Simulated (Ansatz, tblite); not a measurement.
Forces on CuMe2 (C2H6Cu) at its r2SCAN-D4/def2-TZVP geometry. Total charge 0; doublet.

The xTB rows come from tblite.

GFN1-xTB (tblite), largest force 0.36 eV/Å:

```xyz
9
positions Å, forces eV/Å
Cu    0.000    0.000    0.000    0.000    0.000    0.000
C     0.329    1.147    1.514    0.061    0.212    0.280
H     0.071    0.634    2.447    0.076    0.207    0.025
H    -0.275    2.059    1.443    0.130   -0.013    0.180
H     1.385    1.434    1.556   -0.126    0.084    0.162
C    -0.329   -1.147   -1.514   -0.061   -0.212   -0.280
H     0.332   -2.021   -1.484   -0.138    0.007   -0.173
H    -0.147   -0.608   -2.451   -0.065   -0.211   -0.024
H    -1.367   -1.497   -1.512    0.123   -0.074   -0.169
```

GFN2-xTB (tblite), largest force 0.34 eV/Å:

```
Cu 0.000 0.000 0.000
C 0.057 0.200 0.264
H 0.039 0.136 0.175
H 0.040 0.132 0.178
H 0.036 0.133 0.177
C -0.058 -0.200 -0.264
H -0.040 -0.132 -0.177
H -0.039 -0.136 -0.175
H -0.036 -0.133 -0.177
```

PBE0-D4/def2-TZVP (Ansatz), largest force 0.05 eV/Å:

```
Cu 0.000 0.000 0.000
C -0.001 -0.002 -0.002
H 0.018 0.049 0.009
H 0.030 -0.001 0.044
H -0.028 0.021 0.040
C 0.000 0.002 0.002
H -0.032 -0.001 -0.042
H -0.015 -0.050 -0.008
H 0.028 -0.019 -0.042
```
